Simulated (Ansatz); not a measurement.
Stepwise reaction of `[CH3][AlH][SiH3]` with hydrogen fluoride, as a gas-phase model of exchange steps in deposition or etching. ΔE in kJ/mol.

Isolated molecules relaxed with PBE0-D4/def2-TZVP in Ansatz; ΔE leaves out vibrations. CCSD(T)/CBS adds triple-zeta CCSD(T) − MP2 to the extrapolated MP2 energy (def2 sets, frozen cores). This one scheme is used for every species. Functionals use def2-TZVPP. B3LYP here is the variant with VWN-RPA as its local correlation; programs differ in this. Each species was taken in one conformer, which may not be the lowest.

| step | reaction | PBE-D4 | B3LYP-D4 | ωB97M-V | CCSD(T)/CBS |
| --- | --- | --- | --- | --- | --- |
| 1 | `[CH3][AlH][SiH3]` + H–F → `[CH3][AlH][SiH2]F` + H₂ | -88.6 | -99.0 | -96.9 | -93.8 |
| 2 | `[CH3][AlH][SiH2]F` + H–F → `[CH3][Al]([F])[SiH2]F` + H₂ | -171.9 | -179.8 | -177.1 | -175.6 |

Task: By hand: ΔE of the 2 steps together at CCSD(T)/CBS.

Result: (-93.8) + (-175.6) = -269.4 kJ/mol, or -134.7 kJ/mol a step.

In ΔE each step is lower than the one before. All are downhill at CCSD(T)/CBS. PBE-D4 differs from CCSD(T)/CBS by 3.7 to 5.2 kJ/mol a step. Isolated molecules leave out the surface, adducts and barriers. Largest T1 diagnostic: 0.012.
